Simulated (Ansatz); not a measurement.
Geometry optimisation, Ansatz, DFT PBE, scalar-relativistic, plane waves, PAW.

The input (input.yaml):

```yaml
crystal:
  lattice:
    - [6.42, 0.0, 0.0]
    - [3.21, 5.559883, 0.0]
    - [0.0, 0.0, 17.21304]
  atoms:
    - { symbol: Mg, position: [0.0, 0.0, 0.05809549] }
    - { symbol: Mg, position: [0.5, 0.0, 0.05809549] }
    - { symbol: Mg, position: [0.0, 0.50000001, 0.05809549] }
    - { symbol: Mg, position: [0.5, 0.50000001, 0.05809549] }
    - { symbol: Mg, position: [-0.16666667, 0.33333334, 0.20952255] }
    - { symbol: Mg, position: [0.33333333, 0.33333334, 0.20952255] }
    - { symbol: Mg, position: [-0.16666667, 0.83333335, 0.20952255] }
    - { symbol: Mg, position: [0.33333333, 0.83333335, 0.20952255] }
    - { symbol: Mg, position: [0.0, 0.0, 0.36094961] }
    - { symbol: Mg, position: [0.5, 0.0, 0.36094961] }
    - { symbol: Mg, position: [0.0, 0.50000001, 0.36094961] }
    - { symbol: Mg, position: [0.5, 0.50000001, 0.36094961] }
    - { symbol: C, position: [0.25, 0.25, 0.45099762] }
    - { symbol: H, position: [0.33333333, -0.16666667, 0.34294] }
basis:
  ecutwfc: 420.0
kpoints:
  mp_grid: { grid: [3, 3, 1] }
hamiltonian:
  xc: pbe
scf:
  occupations: { method: gaussian, width: 0.1 }
  lower_state_search: "off"
relax:
  f_tol: 0.03
  max_steps: 60
  adjacent_minimum: "off"
  constraints: [{ sites: [0, 1, 2, 3] }]
output:
  write_density: true
  write_potential: true
  elf: true
  volumetric_format: npy
```

Command:

```bash
$ ansatz run input.yaml --threads 4 --pin off --max-ram 10240MiB --backend cpu --events-out ev --progress --plain --runs-dir out
```

Problem. Where does it end, and by what steps?

Solution. It converged. The force dipped under the threshold on the way, but the program's further checks kept it going. Limits of this set-up: coarse k mesh, thin slab, slab without dipole correction, odd electron count without spin, a typed lattice constant that wasn't relaxed here. After 23 steps the energy has fallen by 2.685 eV; Mg9 moved furthest, 1.71 Å. Parted: Mg5–Mg11 (3.20 → 4.45 Å), Mg7–Mg9 (3.20 → 4.47 Å). Joined: Mg6–Mg9 (4.53 → 3.18 Å), Mg6–C13 (4.26 → 2.25 Å), Mg9–C13 (3.18 → 2.11 Å), Mg12–C13 (3.18 → 2.11 Å).

| step | energy less start (eV) | largest force component (eV/Å) | accepted |
| --- | --- | --- | --- |
| 0 | 0.0000 | 1.699 | yes |
| 1 | -0.5117 | 1.400 | yes |
| 2 | -0.9275 | 1.024 | yes |
| 3 | -1.2968 | 0.840 | yes |
| 4 | -1.5104 | 0.522 | yes |
| 5 | -1.6813 | 0.478 | yes |
| 6 | -1.8828 | 0.428 | yes |
| 7 | -2.0743 | 0.410 | yes |
| 8 | -2.2158 | 0.317 | yes |
| 9 | -2.3145 | 0.491 | yes |
| 10 | -2.4139 | 0.234 | yes |
| 11 | -2.4901 | 0.232 | yes |
| 12 | -2.5681 | 0.189 | yes |
| 13 | -2.6243 | 0.147 | yes |
| 14 | -2.6599 | 0.055 | yes |
| 15 | -2.6706 | 0.023 | yes |
| 16 | -2.6729 | 0.049 | yes |
| 17 | -2.6747 | 0.043 | yes |
| 18 | -2.6770 | 0.032 | yes |
| 19 | -2.6808 | 0.037 | yes |
| 20 | -2.6830 | 0.042 | yes |
| 21 | -2.6841 | 0.019 | yes |
| 22 | -2.6841 | 0.020 | yes |
| 23 | -2.6846 | 0.008 | yes |

```xyz
14
Lattice="6.4200 0.0000 0.0000 3.2100 5.5599 0.0000 0.0000 0.0000 17.2130" Properties=species:S:1:pos:R:3
Mg 0.000 0.000 1.000
Mg 3.210 0.000 1.000
Mg 1.605 2.780 1.000
Mg 4.815 2.780 1.000
Mg -0.014 1.865 3.775
Mg 3.180 1.858 4.213
Mg 1.587 4.632 3.771
Mg 4.804 4.631 3.776
Mg 1.180 1.181 6.585
Mg 3.587 -0.217 6.543
Mg 2.762 3.922 6.583
Mg 5.174 2.524 6.555
C 3.176 1.854 6.460
H 1.568 -0.926 6.875
```

Whether the end is a true minimum wasn't checked by a vibrational analysis.

Run time: 29 s on 4 threads of AMD EPYC 9R45 96-Core Processor (Zen 5), on a shared host, peak memory 1.4 GiB.
